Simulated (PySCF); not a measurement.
# Dipole response of Pt+ (platinum, charge +1)

[Xe] 4f14 5d9, 2D determinant. Calculation: PySCF 2.14, in aug-cc-pVQZ-PP with ECP60MDF (7s7p6d4f3g2h, 135 functions); a scalar-relativistic core potential. Coupled (time-dependent) response in atomic units; α is the mean over directions.

| method | mean α (bohr³) | α xx, yy, zz | C₆ (like pair) | S(−4) |
| --- | --- | --- | --- | --- |
| UHF | 14.77 | 14.48, 14.48, 15.35 | 108.8 | 66.95 |
| PBE | 17.16 | 17.11, 17.11, 17.28 | 130.1 | 97.80 |

S(−4) is the Cauchy moment in α(ω) = α(0) + S(−4) ω² + …

Spin-orbit coupling is absent.

α(iu) at UHF:

```json
{"u (hartree)": "0", "α(iu) (bohr³)": "14.77"}
{"u (hartree)": "0.0500", "α(iu) (bohr³)": "14.61"}
{"u (hartree)": "0.100", "α(iu) (bohr³)": "14.15"}
{"u (hartree)": "0.200", "α(iu) (bohr³)": "12.73"}
{"u (hartree)": "0.300", "α(iu) (bohr³)": "11.17"}
{"u (hartree)": "0.500", "α(iu) (bohr³)": "8.637"}
{"u (hartree)": "0.750", "α(iu) (bohr³)": "6.518"}
{"u (hartree)": "1.00", "α(iu) (bohr³)": "5.101"}
{"u (hartree)": "1.50", "α(iu) (bohr³)": "3.361"}
{"u (hartree)": "2.00", "α(iu) (bohr³)": "2.368"}
{"u (hartree)": "3.00", "α(iu) (bohr³)": "1.341"}
{"u (hartree)": "5.00", "α(iu) (bohr³)": "0.5860"}
```

For an ion, C₆ is the dispersion term alone; charge-induced terms of lower order in 1/R come first.

The components differ because the open shell of this determinant is not spherical; for a pure term their mean is the scalar polarisability.

Energies and moments cover only the electrons outside the core potential. Spin-orbit coupling, absent here, splits the open shell strongly. ⟨S²⟩ = 0.92 against 0.75 shows spin contamination.
